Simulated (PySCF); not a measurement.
Ga(2+) (gallium, charge +2) across methods

[Ar] 3d9 4s1 4p1, one real determinant (an excited configuration). All numbers are calculated (PySCF 2.14, scalar relativity by spin-free X2C-1e, in aug-cc-pVDZ-DK (6s5p3d, 36 functions)).

| method | E (hartree) | mean ε 3d β (eV) | mean ε 4s α (eV) | mean ε 4p α (eV) | Σ⟨r²⟩ (bohr²) | ⟨S²⟩ |
| --- | --- | --- | --- | --- | --- | --- |
| r2SCAN | -1941.805 | -53.530 | -31.143 | -22.179 | 22.13 | 3.750 |
| r2SCANh | -1941.794 | -54.926 | -31.645 | -22.607 | 22.14 | 3.750 |
| PBE0 | -1941.580 | -56.462 | -32.057 | -22.980 | 22.22 | 3.750 |
| LDA | -1938.630 | -52.940 | -30.955 | -21.767 | 22.19 | 3.750 |
| UHF | -1940.32487 | -66.097 | -35.503 | -26.079 | 22.33 | 3.750 |
| MN15 | -1943.072 | -57.417 | -32.440 | -23.325 | 22.25 | 3.750 |
| BLYP | -1941.926 | -52.680 | -30.550 | -21.514 | 22.23 | 3.750 |
| PBE | -1941.545 | -52.763 | -30.696 | -21.777 | 22.24 | 3.750 |
| M06-2X | -1941.894 | -60.548 | -33.084 | -23.896 | 22.27 | 3.750 |

⟨L²⟩ = 8.01 against 12 for a pure F term, so this real determinant mixes terms.
